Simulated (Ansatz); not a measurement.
Ideal-gas functions of CH₄AlNO (`[OH][Al]1[CH2][NH]1`) at 298.15 K and 1 bar, from an Ansatz frequency run at PBE0-D4/def2-TZVP.

Molar mass 73.03 g/mol, point group Cs (symmetry number 1), electronic degeneracy 1, moments of inertia 21.485, 131.363, 149.602 u Å². Harmonic wavenumbers (cm⁻¹, unscaled): 187, 204, 242, 364, 561, 577, 729, 750, 874, 1029, 1069, 1091, 1189, 1485, 3043, 3096, 3651, 3970.

Use S(trans) = R[1.5 ln M + 2.5 ln T − 1.1517]; rotational temperatures θ = 24.2544 K / I; S(rot) = R[ln(√π/σ · √(T³/θAθBθC)) + 1.5]; for each mode x = 1.438777 ν̃/T, S = R[x/(eˣ − 1) − ln(1 − e⁻ˣ)] and H = RT x/(eˣ − 1); 1 cm⁻¹ = 0.0119627 kJ/mol; R = 8.31446 J/(mol·K).

By hand: the entropy, in J/(mol·K).

Translation 162.4. Rotation: θ = 1.1289, 0.1846, 0.1621 K, giving 102.4. Vibration, mode by mode: 9.44, 8.77, 7.48, 4.62, 2.18, 2.05, 1.14, 1.05, 0.65, 0.35, 0.30, 0.27, 0.18, 0.05, 0.00, 0.00, 0.00, 0.00, in all 38.6. Electronic 0.0. Sum 303.4 J/(mol·K).

By hand: H − E and G − E in kJ/mol, counted from the electronic energy.

Zero-point energy ½ × 24111 × 0.0119627 = 144.2; thermal vibration 7.1; translation, rotation and pV give 4 RT = 9.9. H − E = 161.2 kJ/mol, and G − E = 161.2 − 298.15 × 303.4/1000 = 70.7 kJ/mol.

Vibration gives 13 % of the entropy. The sum counts one conformer and one mirror image; others add a mixing term.
